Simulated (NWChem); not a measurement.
System: SnHSCl, singlet; SMILES [Cl][Sn][SH]

The following NWChem deck was run.

```
start job
memory heap 200 mb stack 900 mb global 1100 mb
geometry units angstroms noautoz
  Sn     0.660311     0.014634     0.000000
  Cl    -0.954547    -1.749005     0.000000
  S     -1.002874     1.810208     0.000000
  H     -0.053868     2.775483     0.000000
end
basis spherical
  * library def2-svpd
end
ecp
  Sn library def2-ecp
end
dft
  xc xpbe96 cpbe96
  iterations 150
end
tddft
  cis
  nroots 6
  notriplet
end
task tddft energy
```

Parts of the log:

```
             Northwest Computational Chemistry Package (NWChem) 7.3.0
             --------------------------------------------------------

 CS  symmetry detected

                             Geometry "geometry" -> ""
                             -------------------------

 Output coordinates in angstroms (scale by  1.889725989 to convert to a.u.)

  No.       Tag          Charge          X              Y              Z
 ---- ---------------- ---------- -------------- -------------- --------------
    1 Sn                  50.0000     0.65228286    -0.01021835     0.00000000
    2 Cl                  17.0000    -0.94154289    -1.79288724     0.00000000
    3 S                   16.0000    -1.03208258     1.76550218     0.00000000
    4 H                    1.0000    -0.09459254     2.74196551     0.00000000

 Effective nuclear repulsion energy (a.u.)     418.9895306726

      Symmetry information
      --------------------

 Group name             Cs
 Group number              2
 Group order               2
 No. of unique centers     4

 Summary of "ao basis" -> "ao basis" (spherical)
 ------------------------------------------------------------------------------
       Tag                 Description            Shells   Functions and Types
 ---------------- ------------------------------  ------  ---------------------
 Sn                        def2-svpd                12       32   5s4p3d
 Cl                        def2-svpd                11       27   5s4p2d
 S                         def2-svpd                11       27   5s4p2d
 H                         def2-svpd                 4        8   2s2p

      Symmetry analysis of basis
      --------------------------

        a'         66
        a"         28

            General Information
            -------------------
          SCF calculation type: DFT
          Wavefunction type:  closed shell.
          No. of atoms     :     4
          No. of electrons :    56
           Alpha electrons :    28
            Beta electrons :    28
          Charge           :     0
          Spin multiplicity:     1
          Use of symmetry is: off; symmetry adaption is: on
          Maximum number of iterations: 150
          AO basis - number of functions:    94
                     number of shells:    38
          Convergence on energy requested:  1.00D-06
          Convergence on density requested:  1.00D-05
          Convergence on gradient requested:  5.00D-04

              XC Information
              --------------
          PerdewBurkeErnzerhof Exchange Functional  1.000
            Perdew 1991 LDA Correlation Functional  1.000 local
           PerdewBurkeErnz. Correlation Functional  1.000 non-local

             Grid Information
             ----------------
          Grid used for XC integration:  medium
          Radial quadrature: Mura-Knowles
          Angular quadrature: Lebedev.
          Tag              B.-S. Rad. Rad. Pts. Rad. Cut. Ang. Pts.
          ---              ---------- --------- --------- ---------
          Sn                  1.45      123          12.0       590
          Cl                  1.00       88          13.0       590
          S                   1.00       88          13.0       590
          H                   0.35       45          14.0       434
          Grid pruning is: on
          Number of quadrature shells:   344
          Spatial weights used:  Erf1

      Superposition of Atomic Density Guess
      -------------------------------------

 Sum of atomic energies:       -1106.27327450

      Non-variational initial energy
      ------------------------------

 Total energy =   -1070.764479
 1-e energy   =   -1982.671316
 2-e energy   =     700.312156
 HOMO         =      -0.267605
 LUMO         =      -0.048086

      Symmetry analysis of molecular orbitals - initial
      -------------------------------------------------

  Numbering of irreducible representations:

     1 a'          2 a"

  Orbital symmetries:

[...]

                                NWChem TDDFT Module
                                -------------------

            General Information
            -------------------
           No. of orbitals :     188
            Alpha orbitals :      94
             Beta orbitals :      94
        Alpha frozen cores :       0
         Beta frozen cores :       0
     Alpha frozen virtuals :       0
      Beta frozen virtuals :       0
         Spin multiplicity :       1
    Number of AO functions :      94
        Use of symmetry is : off
      Symmetry adaption is : on
         Schwarz screening :  0.10D-07

              XC Information
              --------------
   PerdewBurkeErnzerhof Exchange Functional   1.00
     Perdew 1991 LDA Correlation Functional   1.00 local
    PerdewBurkeErnz. Correlation Functional   1.00 non-local

             TDDFT Information
             -----------------
          Calculation type : Tamm-Dancoff TDDFT
         Wavefunction type : Restricted singlets
          No. of electrons :      56
           Alpha electrons :      28
            Beta electrons :      28
              No. of roots :       6
          Max subspacesize :    5200
            Max iterations :     100
               Target root :       1
           Target symmetry : none
      Symmetry restriction : off
                 Algorithm : Optimal
        Davidson threshold :  0.10D-03

    6 smallest eigenvalue differences (eV)
--------------------------------------------------------
  No. Spin  Occ  Vir  Irrep   E(Occ)    E(Vir)   E(Diff)
--------------------------------------------------------
    1    1   28   29 a"       -0.240    -0.131     2.974
    2    1   27   29 a'       -0.247    -0.131     3.161
    3    1   26   29 a"       -0.282    -0.131     4.102
    4    1   25   29 a'       -0.288    -0.131     4.264
    5    1   28   30 a'       -0.240    -0.064     4.781
    6    1   24   29 a"       -0.312    -0.131     4.926
--------------------------------------------------------

  Entering Davidson iterations
  Restricted singlet excited states

  Iter   NTrls   NConv    DeltaV     DeltaE      Time
  ----  ------  ------  ---------  ---------  ---------
    1      6       0     0.13E+00   0.10+100        5.1
    2     12       0     0.58E-01   0.26E-01        7.5
    3     18       0     0.31E-01   0.13E-01        8.5
    4     24       2     0.64E-02   0.16E-02        5.4
    5     28       3     0.36E-03   0.61E-04        4.8
    6     31       6     0.45E-04   0.17E-06        4.7
  ----  ------  ------  ---------  ---------  ---------
  Convergence criterion met

  Ground state a'      -1072.769384948977 a.u.

  ----------------------------------------------------------------------------
  Root   1 singlet a"             0.123646447 a.u.                3.3646 eV
  ----------------------------------------------------------------------------
     Transition Moments    X -0.00000   Y  0.00000   Z -0.41737
     Dipole Oscillator Strength                    0.0143590405
     Electric Quadrupole                           0.0000000643
     Magnetic Dipole                               0.0000016938
     Total Oscillator Strength                     0.0143607986

     Occ.   22  a'  ---  Virt.   29  a"      -0.08099
     Occ.   24  a'  ---  Virt.   29  a"       0.05419
     Occ.   26  a'  ---  Virt.   29  a"       0.20868
     Occ.   28  a'  ---  Virt.   29  a"       0.97020
  ----------------------------------------------------------------------------
  Root   2 singlet a'             0.141905613 a.u.                3.8614 eV
  ----------------------------------------------------------------------------
     Transition Moments    X -0.26339   Y  0.63242   Z  0.00000
     Dipole Oscillator Strength                    0.0443997576
     Electric Quadrupole                           0.0000000898
     Magnetic Dipole                               0.0000000129
     Total Oscillator Strength                     0.0443998603

     Occ.   24  a'  ---  Virt.   31  a'      -0.08771
     Occ.   25  a"  ---  Virt.   29  a"      -0.11371
     Occ.   27  a"  ---  Virt.   29  a"       0.93195
     Occ.   27  a"  ---  Virt.   39  a"      -0.05955
     Occ.   28  a'  ---  Virt.   30  a'       0.18605
     Occ.   28  a'  ---  Virt.   31  a'      -0.23816
  ----------------------------------------------------------------------------
  Root   3 singlet a"             0.156663762 a.u.                4.2630 eV
  ----------------------------------------------------------------------------
     Transition Moments    X -0.00000   Y  0.00000   Z -0.29457
     Dipole Oscillator Strength                    0.0090627342
     Electric Quadrupole                           0.0000000619
     Magnetic Dipole                               0.0000005754
     Total Oscillator Strength                     0.0090633715

     Occ.   22  a'  ---  Virt.   29  a"      -0.06579
     Occ.   24  a'  ---  Virt.   29  a"       0.08326
     Occ.   26  a'  ---  Virt.   29  a"      -0.97276
     Occ.   28  a'  ---  Virt.   29  a"       0.19427
  ----------------------------------------------------------------------------
  Root   4 singlet a'             0.174065248 a.u.                4.7366 eV
  ----------------------------------------------------------------------------
     Transition Moments    X -0.22947   Y -0.08888   Z -0.00000
     Dipole Oscillator Strength                    0.0070271668
     Electric Quadrupole                           0.0000000787
     Magnetic Dipole                               0.0000000292
     Total Oscillator Strength                     0.0070272747

[...]
```

Level: PBE/def2-SVPD with def2 effective core potentials on Sn, TDA. Low-valent species are run as closed-shell singlets; no triplet was tried in these runs. The geometry was optimised at PBE0/def2-SVP. Not confirmed as a minimum by frequencies. def2 effective core potentials on Sn; no spin-orbit coupling.
